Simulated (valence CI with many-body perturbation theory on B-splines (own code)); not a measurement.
**Pm12+: electric-dipole lines**

Computed by configuration interaction combined with many-body perturbation theory (CI+MBPT): three valence electrons over a frozen Dirac-Fock core [Kr] 4d10, a basis of 7 s, 7 p, 7 d, 7 f, 4 g, 2 h functions for each j, with the one-electron correlation potential Σ1, the two-electron term Σ2, the three-electron term Σ3, Breit, model QED; selected CI, second order for the rest, scaled by the run's own slope (own B-spline code, finite nucleus).

No measured spectrum was set against this ion. As an estimate, terms of the open shell hold to a few per cent of their energy, and close levels can change places; configurations with another count of f electrons can be misplaced by thousands of cm⁻¹.

Lines 101 to 150 of 579 in falling wavelength, among levels below 59.949 eV, chosen from the strongest by gf and those to the six lowest levels. Wavelengths and rates use the calculated energies, so an error of 2000 cm⁻¹ moves a line at 54.54 nm by 1.1 % and its rate by three times that or more. Electric multipoles are in the length gauge, E1 and E2 with the static RPA response of the core. Weak lines are less certain than strong ones. Lines between different terms over intervals too small for the method are left out, as are lines whose strength nearly cancels. Where a level lies close to another of its J and parity, the split of strength between their lines is uncertain. The highest levels of a list are the least certain.

Names give the largest LS component (configuration and term), which can be under half, so a name can repeat, a term be missing and a line seem to break the LS rules; names also repeat where a configuration has a term twice. Letters in brackets count levels of one name in rising energy.

| λ vac (nm) | Upper | Lower | A (s⁻¹) | S (a.u.) with core polarisation | S without |
| --- | --- | --- | --- | --- | --- |
| 54.54 | 4f2 5p 4G°_7/2 [a] | 4f2 5s 4F_7/2 | 1.55e+09 | 9.90e-01 | 1.29e+00 |
| 54.54 | 4f 5s 5p 2G_7/2 [a] | 4f 5s2 2F°_5/2 | 6.16e+07 | 3.95e-02 | 5.22e-02 |
| 54.53 | 4f2 5p 4G°_5/2 [a] | 4f2 5s 4F_3/2 | 2.73e+09 | 1.31e+00 | 1.71e+00 |
| 54.40 | 4f2 5p 2G°_9/2 [a] | 4f2 5s 2H_9/2 | 7.58e+08 | 6.03e-01 | 7.85e-01 |
| 54.31 | 4f2 5p 4D°_3/2 [a] | 4f2 5s 4P_1/2 | 5.43e+08 | 1.72e-01 | 2.24e-01 |
| 54.22 | 4f2 5p 4S°_3/2 | 4f2 5s 4P_5/2 | 3.81e+09 | 1.20e+00 | 1.56e+00 |
| 54.21 | 4f2 5p 4I°_11/2 | 4f2 5s 4H_11/2 | 2.22e+09 | 2.09e+00 | 2.73e+00 |
| 54.14 | 4f2 5p 2D°_3/2 [a] | 4f2 5s 4F_5/2 | 2.14e+09 | 6.72e-01 | 8.75e-01 |
| 54.14 | 4f2 5p 2D°_5/2 [b] | 4f2 5s 4P_3/2 | 6.10e+08 | 2.87e-01 | 3.73e-01 |
| 54.06 | 4f2 5p 4H°_9/2 [a] | 4f2 5s 4H_11/2 | 2.20e+09 | 1.71e+00 | 2.23e+00 |
| 54.06 | 4f2 5p 4G°_7/2 [a] | 4f2 5s 4F_5/2 | 1.04e+09 | 6.50e-01 | 8.46e-01 |
| 53.96 | 4f2 5p 2D°_5/2 [a] | 4f2 5s 4F_7/2 | 2.62e+09 | 1.22e+00 | 1.59e+00 |
| 53.93 | 4f2 5p 2F°_7/2 [a] | 4f2 5s 2G_7/2 | 6.62e+08 | 4.10e-01 | 5.34e-01 |
| 53.91 | 4f2 5p 2G°_9/2 [a] | 4f2 5s 4F_9/2 | 1.01e+09 | 7.80e-01 | 1.02e+00 |
| 53.88 | 4f2 5p 4H°_7/2 | 4f2 5s 4H_9/2 | 1.85e+09 | 1.14e+00 | 1.49e+00 |
| 53.78 | 4f2 5p 2D°_3/2 [a] | 4f2 5s 4F_3/2 | 7.84e+08 | 2.41e-01 | 3.14e-01 |
| 53.72 | 4f2 5p 2G°_9/2 [a] | 4f2 5s 4F_7/2 | 8.11e+08 | 6.20e-01 | 8.07e-01 |
| 53.70 | 4f2 5p 2H°_9/2 [a] | 4f2 5s 2G_9/2 | 1.63e+09 | 1.25e+00 | 1.63e+00 |
| 53.67 | 4f2 5p 4G°_11/2 [a] | 4f2 5s 4H_13/2 | 2.88e+09 | 2.63e+00 | 3.43e+00 |
| 53.57 | 4f2 5p 4S°_3/2 | 4f2 5s 4P_3/2 | 5.09e+08 | 1.54e-01 | 2.02e-01 |
| 53.52 | 4f2 5p 4D°_7/2 [a] | 4f2 5s 2H_9/2 | 6.05e+08 | 3.66e-01 | 4.78e-01 |
| 53.41 | 4f2 5p 4I°_11/2 | 4f2 5s 4H_9/2 | 1.32e+09 | 1.19e+00 | 1.55e+00 |
| 53.33 | 4f2 5p 4H°_7/2 | 4f2 5s 4H_7/2 | 2.10e+09 | 1.26e+00 | 1.64e+00 |
| 53.26 | 4f2 5p 4H°_9/2 [a] | 4f2 5s 4H_9/2 | 9.07e+08 | 6.76e-01 | 8.81e-01 |
| 53.22 | 4f2 5p 4D°_3/2 [a] | 4f2 5s 2D_5/2 | 4.53e+08 | 1.35e-01 | 1.76e-01 |
| 53.21 | 4f2 5p 4H°_13/2 | 4f2 5s 4H_13/2 | 2.89e+09 | 3.01e+00 | 3.92e+00 |
| 53.09 | 4f2 5p 2H°_9/2 [a] | 4f2 5s 2G_7/2 | 1.23e+09 | 9.10e-01 | 1.18e+00 |
| 53.05 | 4f2 5p 4D°_7/2 [a] | 4f2 5s 4F_9/2 | 2.31e+09 | 1.36e+00 | 1.77e+00 |
| 52.92 | 4f 5p2 2G°_7/2 [a] | 4f 5s 5p 2F_7/2 [b] | 2.83e+08 | 1.66e-01 | 2.18e-01 |
| 52.84 | 4f2 5p 2F°_7/2 [a] | 4f2 5s 2H_9/2 | 2.88e+08 | 1.68e-01 | 2.19e-01 |
| 52.78 | 4f2 5p 4G°_11/2 [a] | 4f2 5s 4H_11/2 | 1.93e+08 | 1.68e-01 | 2.19e-01 |
| 52.72 | 4f2 5p 4H°_9/2 [a] | 4f2 5s 4H_7/2 | 4.75e+06 | 3.44e-03 | 4.50e-03 |
| 52.40 | 4f2 5p 4D°_7/2 [a] | 4f2 5s 4F_5/2 | 6.16e+08 | 3.50e-01 | 4.55e-01 |
| 52.33 | 4f2 5p 4H°_13/2 | 4f2 5s 4H_11/2 | 6.44e+08 | 6.38e-01 | 8.29e-01 |
| 52.18 | 4f2 5p 4G°_5/2 [a] | 4f2 5s 4H_7/2 | 1.34e+08 | 5.63e-02 | 7.35e-02 |
| 52.05 | 4f 5p2 4F°_9/2 [a] | 4f 5s 5p 2G_9/2 [a] | 5.69e+08 | 3.96e-01 | 5.20e-01 |
| 52.02 | 4f2 5p 4G°_11/2 [a] | 4f2 5s 4H_9/2 | 8.34e+07 | 6.95e-02 | 9.04e-02 |
| 51.98 | 4f 5p2 2F°_5/2 [a] | 4f 5s 5p 2D_5/2 [a] | 3.04e+08 | 1.27e-01 | 1.68e-01 |
| 51.93 | 4f2 5p 4G°_7/2 [a] | 4f2 5s 4H_9/2 | 1.36e+08 | 7.54e-02 | 9.84e-02 |
| 51.92 | 4f 5p2 4G°_5/2 [a] | 4f 5s 5p 2F_5/2 [a] | 2.03e+09 | 8.43e-01 | 1.11e+00 |
| 51.92 | 4f2 5p 2G°_9/2 [a] | 4f2 5s 4H_11/2 | 4.56e+08 | 3.15e-01 | 4.11e-01 |
| 51.74 | 4f 5p2 4D°_5/2 | 4f 5s 5p 2D_5/2 [a] | 1.41e+09 | 5.76e-01 | 7.59e-01 |
| 51.44 | 4f 5p2 4D°_7/2 [b] | 4f 5s 5p 2F_7/2 [b] | 1.04e+09 | 5.60e-01 | 7.37e-01 |
| 51.42 | 4f2 5p 4G°_7/2 [a] | 4f2 5s 4H_7/2 | 6.46e+06 | 3.46e-03 | 4.48e-03 |
| 51.24 | 4f 5p2 2G°_7/2 [a] | 4f 5s 5p 4D_5/2 | 8.17e+08 | 4.34e-01 | 5.72e-01 |
| 51.21 | 4f 5p2 4G°_5/2 [b] | 4f 5s 5p 4D_5/2 | 1.90e+09 | 7.54e-01 | 9.94e-01 |
| 51.18 | 4f2 5p 2G°_9/2 [a] | 4f2 5s 4H_9/2 | 4.00e+07 | 2.65e-02 | 3.44e-02 |
| 51.12 | 4f 5p2 4G°_9/2 | 4f 5s 5p 2F_7/2 [b] | 1.93e+08 | 1.27e-01 | 1.67e-01 |
| 51.07 | 4f2 5p 2P°_1/2 [b] | 4f2 5s 2S_1/2 | 2.77e+09 | 3.64e-01 | 4.74e-01 |
| 50.97 | 4f 5p2 2G°_7/2 [a] | 4f 5s 5p 4G_9/2 | 2.35e+08 | 1.23e-01 | 1.62e-01 |
